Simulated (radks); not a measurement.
Polarisability of neutral rhodium, [Kr] 4d8 5s1, at imaginary frequency. Method: scalar-relativistic Kohn-Sham, exchange-only LDA, spin-polarised, spherical densities, finite nucleus; open shells are filled with parallel spins first (spin-orbit coupling, left out, can overturn this in heavy ions); Fermi nuclear charge, rms radius 4.4945 fm; computed with a radial shooting solver on a logarithmic mesh with Libxc functionals. Response by self-consistent Sternheimer equations with the Hartree and adiabatic exchange-only LDA kernel, the relativistic mass of each level held fixed and spin-orbit coupling left out.

w (hartree)  alpha1(iw) (bohr^3)
0.00266                    56.90
0.0143                     56.49
0.0360                     54.37
0.0697                     48.74
0.118                      39.49
0.186                      29.22
0.280                      20.54
0.413                      14.14
0.605                      9.576
0.892                      6.283
1.35                       3.865
2.12                       2.119
3.59                      0.9590
6.94                      0.3261
17.5                     0.07226

Static values: alpha1 = 56.91 bohr^3 (8.433 angstrom^3; uncoupled 96.65). C6 = 513.9, triple-dipole C9 = 19640 atomic units. One-pole (London) frequency 4 C6 / (3 alpha1^2) = 0.212 hartree, against 0.143 for minus the highest occupied eigenvalue. Recommended static value: 66 bohr^3 (Schwerdtfeger and Nagle, 2023 table).
